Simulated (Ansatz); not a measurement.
Geometry optimisation, RKS PBE0-D4/def2-SVP in Ansatz 0.2.0.

Input file:

```yaml
crystal:
  periodic: [false, false, false]
  atoms:
    - { symbol: B, position_ang: [0.0, 0.0, 0.0] }
    - { symbol: Cl, position_ang: [0.0, 0.0, 2.21] }
    - { symbol: Cl, position_ang: [1.6108, 0.0, -0.93] }
    - { symbol: Cl, position_ang: [-1.6108, 0.0, -0.93] }
    - { symbol: H, position_ang: [0.0623, -1.4126, 0.4698] }
    - { symbol: H, position_ang: [0.0555, -1.258, 1.3665] }
basis:
  gaussian: { orbitals: def2-SVP }
hamiltonian:
  xc: pbe0
  dispersion: d4
relax:
  f_tol: 0.15
  max_steps: 25
  restrain:
    - { distance: [0, 4], at: 2.39, k: 30.0 }
    - { distance: [5, 1], at: 2.57, k: 30.0 }
    - { distance: [0, 1], at: 1.86, k: 30.0 }
    - { distance: [5, 4], at: 0.66, k: 30.0 }
```

Command:

```bash
$ ansatz run input.yaml --threads 1 --pin off --max-ram 2048MiB --backend cpu --events-out ev --progress --plain --runs-dir out
```

Q: Where does it end, and by what steps?

A: It converged. The restraints hold the end off the free minimum. After 5 steps the energy has fallen by 2.784 eV (the restraints' own energy left out); Cl2 moved furthest, 0.72 Å. Parted: Cl2–H6 (1.52 → 2.58 Å).

| step | energy less start (eV) | largest force component (eV/Å) | accepted |
| --- | --- | --- | --- |
| 0 | 0.0000 | 3.541 | yes |
| 1 | -0.4878 | 2.126 | yes |
| 2 | -1.0493 | 4.388 | yes |
| 3 | -1.9823 | 3.050 | yes |
| 4 | -2.7155 | 1.655 | yes |
| 5 | -2.7837 | 1.662 | yes |

```xyz
6
Properties=species:S:1:pos:R:3
B -0.001 0.281 0.083
Cl -0.005 0.627 1.866
Cl 1.514 0.213 -0.767
Cl -1.516 0.151 -0.758
H 0.104 -2.072 0.539
H 0.022 -1.871 1.222
```

Time of the run: 20 s on 1 thread of Arm Neoverse V2, with other jobs on the host, peak memory 0.15 GiB.
